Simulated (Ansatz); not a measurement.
Relaxation of Cl₄F₂H₂OW (10 atoms, charge 0, multiplicity 1), to a largest force component of 0.03 eV/Å in at most 50 steps.

All numbers below come from RKS PBE/def2-SVP (Ansatz 0.2.0).

```xyz
10
Properties=species:S:1:pos:R:3
W -0.025 0.024 -0.112
O -0.136 0.030 1.810
H -0.841 -0.458 2.282
Cl 2.248 -0.143 -0.417
Cl -0.082 2.283 -0.504
Cl -2.396 -0.037 0.087
F -0.031 -1.870 0.068
Cl -0.431 -0.405 -2.355
F 1.749 1.777 1.675
H 1.373 1.493 2.477
```

Problem. Where does it end, and by what steps?

Solution. The forces met the threshold. The force dipped under the threshold on the way, but the program's further checks kept it going. After 23 steps the energy has fallen by 0.304 eV; F9 moved furthest, 0.83 Å.

```json
{"step": "0", "energy less start (eV)": "0.0000", "largest force component (eV/Å)": "0.445", "accepted": "yes"}
{"step": "1", "energy less start (eV)": "-0.1015", "largest force component (eV/Å)": "1.261", "accepted": "yes"}
{"step": "2", "energy less start (eV)": "-0.1562", "largest force component (eV/Å)": "1.462", "accepted": "yes"}
{"step": "3", "energy less start (eV)": "-0.2309", "largest force component (eV/Å)": "0.487", "accepted": "yes"}
{"step": "4", "energy less start (eV)": "-0.2623", "largest force component (eV/Å)": "0.397", "accepted": "yes"}
{"step": "5", "energy less start (eV)": "-0.2651", "largest force component (eV/Å)": "0.377", "accepted": "yes"}
{"step": "6", "energy less start (eV)": "-0.2543", "largest force component (eV/Å)": "0.557", "accepted": "no"}
{"step": "7", "energy less start (eV)": "-0.2908", "largest force component (eV/Å)": "0.151", "accepted": "yes"}
{"step": "8", "energy less start (eV)": "-0.2934", "largest force component (eV/Å)": "0.070", "accepted": "yes"}
{"step": "9", "energy less start (eV)": "-0.2949", "largest force component (eV/Å)": "0.035", "accepted": "yes"}
{"step": "10", "energy less start (eV)": "-0.2949", "largest force component (eV/Å)": "0.037", "accepted": "yes"}
{"step": "11", "energy less start (eV)": "-0.2885", "largest force component (eV/Å)": "0.663", "accepted": "no"}
{"step": "12", "energy less start (eV)": "-0.2979", "largest force component (eV/Å)": "0.042", "accepted": "yes"}
{"step": "13", "energy less start (eV)": "-0.2982", "largest force component (eV/Å)": "0.331", "accepted": "yes"}
{"step": "14", "energy less start (eV)": "-0.3000", "largest force component (eV/Å)": "0.099", "accepted": "yes"}
{"step": "15", "energy less start (eV)": "-0.3009", "largest force component (eV/Å)": "0.072", "accepted": "yes"}
{"step": "16", "energy less start (eV)": "-0.3018", "largest force component (eV/Å)": "0.052", "accepted": "yes"}
{"step": "17", "energy less start (eV)": "-0.3021", "largest force component (eV/Å)": "0.141", "accepted": "yes"}
{"step": "18", "energy less start (eV)": "-0.3030", "largest force component (eV/Å)": "0.088", "accepted": "yes"}
{"step": "19", "energy less start (eV)": "-0.3034", "largest force component (eV/Å)": "0.061", "accepted": "yes"}
{"step": "20", "energy less start (eV)": "-0.3037", "largest force component (eV/Å)": "0.013", "accepted": "yes"}
{"step": "21", "energy less start (eV)": "-0.3038", "largest force component (eV/Å)": "0.048", "accepted": "yes"}
{"step": "22", "energy less start (eV)": "-0.3039", "largest force component (eV/Å)": "0.038", "accepted": "yes"}
{"step": "23", "energy less start (eV)": "-0.3039", "largest force component (eV/Å)": "0.021", "accepted": "yes"}
```

```xyz
10
Properties=species:S:1:pos:R:3
W -0.128 -0.053 -0.248
O -0.036 0.296 1.647
H -0.811 0.233 2.241
Cl 2.155 0.077 -0.398
Cl -0.338 2.185 -0.764
Cl -2.427 -0.273 0.194
F 0.080 -1.902 0.075
Cl -0.553 -0.610 -2.446
F 2.137 1.628 2.399
H 1.349 1.113 2.313
```

Whether the end is a true minimum wasn't checked by a vibrational analysis.

Run time: 85 s on 4 threads of Arm Neoverse V2 (shared host), peak memory 0.27 GiB.
